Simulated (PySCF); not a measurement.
# How methods differ on the excitation energy of Cr

Cr [Ar] 3d5 4s1 (7S) → Cr [Ar] 3d4 4s1 5s1 (7D), as a difference of total energies. Computed with PySCF 2.14 in aug-cc-pVTZ (8s7p5d3f2g, 93 functions), with the non-relativistic Hamiltonian (point nucleus). Correlated levels: valence: [Ar] frozen. The calculations carry no spin-orbit coupling.

| method | excitation energy (eV) |
| --- | --- |
| UHF | 4.619 |
| MP2 (valence) | 5.649 |
| SCS-MP2 (valence) | 4.962 |
| CCSD (valence) | 5.596 |
| CCSD(T) (valence) | 5.653 |

How much does correlation contribute at CCSD(T) (valence)?

5.653 − (4.619) = 1.034 eV, measured against UHF.

The promoted electron is Rydberg-like, and one or two diffuse shells describe it only roughly, which tends to raise the upper state.
